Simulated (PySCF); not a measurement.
CH3AlCl (SMILES [CH3][Al][Cl]), doublet, at a GFN2-xTB geometry (such geometries of metal compounds can be far from the true shape) (the spin is typed, not shown lowest). Base run: DF-HF/3-21G run with PySCF.

Input for PySCF:
```python
from pyscf import gto, scf

mol = gto.Mole()
mol.atom = '''
    Al    0.578500    0.452630    0.045582
    C    -0.201890    1.634954   -1.398184
    H    -1.162053    2.065533   -1.096246
    H    -0.381891    1.079620   -2.324327
    H     0.464979    2.465829   -1.640912
    Cl   -0.307659   -1.253229    0.756355
'''
mol.basis = '3-21g'
mol.charge = 0
mol.spin = 1
mol.verbose = 4
mol.build()

mf = scf.UHF(mol)
mf = mf.density_fit(auxbasis='def2-universal-jkfit')
mf.kernel()
```

Each row names what was changed in the base input (with any setting that the change needs).

```
change               basis functions      E (Eh)  HOMO (eV)  dipole (D)
-------------------  ---------------  ----------  ---------  ----------
base                              41  -737.33183      -8.15        2.86
basis = STO-3G                    26  -732.79714      -5.38        3.43
basis = 6-31G                     41  -740.98967      -8.20        2.84
basis = 6-31G*                    56  -741.04310      -8.08        1.87
basis = def2-SV(P)                56  -740.81800      -8.02        1.44
basis = pcseg-1                   65  -741.01298      -8.15        1.82
basis = 6-31G**                   65  -741.04868      -8.08        1.88
basis = cc-pVDZ                   65  -741.08192      -8.05        1.65
basis = 6-311++G**               103  -741.10189      -8.15        1.81
basis = aug-cc-pVDZ              104  -741.08786      -8.10        1.58
basis = def2-TZVP                123  -741.11425      -8.09        1.44
basis = cc-pVTZ                  140  -741.12539      -8.09        1.49
basis = def2-TZVPD               153  -741.11510      -8.11        1.48
```

Totals compare only among sets that treat the same electrons; sets with core potentials leave the core out.

Open shells are given as the SCF converged; they aren't shown to be the lowest states, and a large step between rows can be another state.
